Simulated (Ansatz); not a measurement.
fac-CrBr3(PH3)3 (CrP₃H₉Br₃), 16 atoms. Hardware: 4 threads of Intel Xeon Platinum 8259CL on a shared host.

Correlated methods freeze 47 core orbitals; core or outer-core shells of Cr, Br are correlated, in sets that lack core-valence functions.

(1) How many basis functions does each of these Ansatz runs have, and roughly what does it cost? PBE0-D4/def2-TZVP, charge -1 quintet at the geometry of the charge 0 quartet, energy; PBE-D4/def2-SVP, charge 0 quartet, energy, from earlier orbitals; PBE0-D4/def2-TZVP, charge -1 quintet, energy, from earlier orbitals; r2SCAN-D4/def2-TZVP, charge -1 quintet at the geometry of the charge 0 quartet, energy, from earlier orbitals; PBE-D4/def2-TZVP, charge 1 triplet at the geometry of the charge 0 quartet, energy, from earlier orbitals; HSE06-D4/def2-TZVP, charge 0 quartet, energy, from earlier orbitals; B3LYP-D4/def2-TZVP, charge 0 doublet, energy, from earlier orbitals; PBE-D4/def2-TZVP, charge 0 doublet, energy, from earlier orbitals; MP2/def2-TZVP, charge 0 doublet, energy, from earlier orbitals; PBE0-D4/def2-SVP, charge -1 quintet, relaxation, 23 steps; PBE0-D4/def2-SVP, charge 0 quartet, relaxation, 6 steps; r2SCAN-D4/def2-TZVP, charge 1 triplet at the geometry of the charge 0 quartet, energy, from earlier orbitals.

Results:

(1) Other jobs shared the machine, so times can vary by a factor of up to 3. A dash marks memory too small to be measured apart from the calling script's.

| run | functions | fitting or Cholesky vectors | wall time | peak host memory (GiB) |
| --- | --- | --- | --- | --- |
| PBE-D4/def2-SVP, charge 0 quartet, energy, from earlier orbitals | 226 | 2575 | 11 s | – |
| PBE-D4/def2-TZVP, charge 1 triplet at the geometry of the charge 0 quartet, energy, from earlier orbitals | 354 | 2763 | 23 s | 1.2 |
| r2SCAN-D4/def2-TZVP, charge 1 triplet at the geometry of the charge 0 quartet, energy, from earlier orbitals | 354 | 2763 | 44 s | 1.3 |
| PBE0-D4/def2-TZVP, charge -1 quintet, energy, from earlier orbitals | 354 | 2485 | 46 s | 2.4 |
| HSE06-D4/def2-TZVP, charge 0 quartet, energy, from earlier orbitals | 354 | 2485 | 49 s | 2.8 |
| PBE-D4/def2-TZVP, charge 0 doublet, energy, from earlier orbitals | 354 | 2763 | 58 s | 2.4 |
| r2SCAN-D4/def2-TZVP, charge -1 quintet at the geometry of the charge 0 quartet, energy, from earlier orbitals | 354 | 2763 | 89 s | 2.5 |
| PBE0-D4/def2-TZVP, charge -1 quintet at the geometry of the charge 0 quartet, energy | 354 | 2485 | 1.7 min | 3.2 |
| B3LYP-D4/def2-TZVP, charge 0 doublet, energy, from earlier orbitals | 354 | 2485 | 1.9 min | 3.1 |
| PBE0-D4/def2-SVP, charge 0 quartet, relaxation, 6 steps | 226 | 2415 | 2 min | 1.5 |
| MP2/def2-TZVP, charge 0 doublet, energy, from earlier orbitals | 354 | 2485 | 4.2 min | 3.9 |
| PBE0-D4/def2-SVP, charge -1 quintet, relaxation, 23 steps | 226 | 2416 | 8 min | 2 |
